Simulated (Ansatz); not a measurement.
B₃F₃⁻. The state is a doublet with charge -1. Geometry PBE0-D4/def2-SVP, that of the neutral singlet; atoms count from 1.

```xyz
6

B     0.2962   -0.1136    1.0398
B    -0.0768   -0.3080   -1.0397
B    -0.4202    0.8074   -0.0001
F     0.9220   -1.0394    1.6724
F    -1.0434    2.0057   -0.0003
F     0.3221   -1.3521   -1.6720
```

The highest occupied level of the charge -1 doublet lies above zero (up to 0.67 eV). By energy differences its removal costs 1.31 eV (vertical, to the charge 0 singlet, at PBE0-D4/def2-TZVPD); a positive level beside a positive removal energy at the same level points to self-interaction error. The structure comes from a short search, and lower isomers may exist.

**Question.** Estimate the Mulliken populations from the PBE0/def2-TZVPD orbitals of Ansatz.

**Answer.** 
```json
{"atom": "B1", "charge (e)": "-0.19", "spin (α − β)": "0.56"}
{"atom": "B2", "charge (e)": "-0.19", "spin (α − β)": "0.56"}
{"atom": "B3", "charge (e)": "0.71", "spin (α − β)": "-0.19"}
{"atom": "F4", "charge (e)": "-0.43", "spin (α − β)": "0.02"}
{"atom": "F5", "charge (e)": "-0.47", "spin (α − β)": "0.02"}
{"atom": "F6", "charge (e)": "-0.43", "spin (α − β)": "0.02"}
```
Mulliken values and Mayer orders depend strongly on the basis. With diffuse functions, as here, like atoms can get unlike values, and bond orders can come out too low or too high.

**Question.** Where does the spin sit?

**Answer.** Summed by element: B 0.94, F 0.06, of 1 unpaired in all. Largest on single atoms: B1 0.56, B2 0.56, B3 -0.19.

**Question.** And the Mayer bond orders between bonded heavy atoms (over 0.3)?

**Answer.** B1–B3 0.99 (1.56 Å); B1–F4 1.31 (1.28 Å); B2–B3 0.99 (1.56 Å); B2–F6 1.31 (1.28 Å); B3–F5 0.97 (1.35 Å). Values over 0.3 also appear between atoms too far apart for a bond (B1–B2 0.79 at 2.12 Å); they arise where an orbital or an unpaired electron spreads over both atoms.
